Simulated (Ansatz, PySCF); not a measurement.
Process, species as SMILES: C1=C[SiH2][SiH2]C=C1 [1,2-dihydrodisiline] + 8 [H][H] (H2) -> 4 C (CH4) + 2 [SiH4] (SiH4)
Geometries: B3LYP-D3(BJ)/def2-TZVP minima from Ansatz (a program for electronic structure), one conformer each, not searched for the lowest. Frequencies are from Ansatz or PySCF. Unstable Hartree-Fock reference: C1=C[SiH2][SiH2]C=C1.
Geometry of the first species:
```xyz
14

C      1.7654     0.6976    -0.1593
C      0.7485     1.5552    -0.3464
Si    -1.0733     1.1516    -0.2521
Si    -1.0987    -1.1273     0.2526
C      0.7136    -1.5716     0.3460
C      1.7494    -0.7371     0.1584
H      2.7735     1.0951    -0.2501
H      1.0269     2.5811    -0.5743
H     -1.7269     1.4763    -1.5458
H     -1.7206     1.9929     0.7871
H     -1.7588    -1.4372     1.5467
H     -1.7652    -1.9538    -0.7862
H      0.9691    -2.6034     0.5738
H      2.7484    -1.1570     0.2487
```
Charge 0, spin multiplicity 1.

Quantity: energy of full hydrogenation (enthalpy at 298 K, with B3LYP-D3(BJ) rigid-rotor harmonic-oscillator terms), in kJ/mol. Correlated levels leave the core frozen unless marked. No spin-orbit coupling. Non-relativistic. CBS marks a two-point X^-3 extrapolation of the correlation energy; Hartree-Fock from the larger set.

CCSD(T)/CBS(cc-pV(T+d)Z,cc-pV(Q+d)Z) (Ansatz) gives -468.2 kJ/mol.

### Question
Another calculation gave -502.1 kJ/mol. Which level was it?
A) B2GP-PLYP/def2-TZVPD (Ansatz)
B) LC-wPBE/def2-TZVPD (Ansatz)
C) B3LYP/def2-TZVPD (Ansatz)
D) PBE/def2-TZVPD (Ansatz)

### Answer
C, B3LYP/def2-TZVPD (Ansatz). The others give -540.8 (LC-wPBE), -486.9 (B2GP-PLYP), -464.4 (PBE) kJ/mol.
